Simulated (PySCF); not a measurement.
# BSb: energy against distance

Set-up: basis B x2c-SVPall, Sb x2c-SVPall; spin-free X2C with a Gaussian nucleus; PySCF 2.14. Energies in eV from B + Sb in their ground configurations at the same level. State: ³Π (triplet), unpaired electrons σ ↑, π ↑.

All columns are PBE0. A positive dipole means B(−)Sb(+).

```csv
R (Å),E (eV),μ (D),Mulliken charge on B (basis-dependent),HOMO (eV),LUMO (eV),Mayer bond order,⟨S²⟩
1.768,-1.403,0.85,-0.18,-6.60,-4.56,2.38,2.01
1.850,-2.048,0.84,-0.14,-6.42,-4.42,2.34,2.01
1.933,-2.403,0.82,-0.10,-6.26,-4.28,2.30,2.01
1.994,-2.526,0.80,-0.08,-6.15,-4.19,2.26,2.02
2.056,-2.558,0.78,-0.06,-6.05,-4.10,2.22,2.02
2.118,-2.520,0.75,-0.05,-5.95,-4.02,2.18,2.02
2.200,-2.391,0.70,-0.03,-5.84,-3.92,2.12,2.02
2.303,-2.150,0.62,-0.02,-5.70,-3.80,2.02,2.01
2.426,-1.801,0.50,0.00,-5.53,-3.67,1.88,2.01
2.591,-1.351,0.65,-0.01,-5.40,-3.72,1.49,2.29
```

A fit through these points gives, at Re = 2.050 Å, μ = 0.78 D and dμ/dR = -0.434 D/Å; the reduced mass is 10.09 u.

Question: How strong is the fundamental in the double-harmonic approximation, I = 42.26·(dμ/dR)²/μred km/mol?

Answer: I = 42.26·(-0.434)²/10.09 = 0.789 km/mol at PBE0.

⟨S²⟩ of the unrestricted solution departs from its pure value on part of the curve, where spin states mix. Spin–orbit coupling is left out, which matters for elements this heavy, above all for dissociation energies. The state is the lowest determinant that a PBE0 search found; another state may lie lower at other levels.
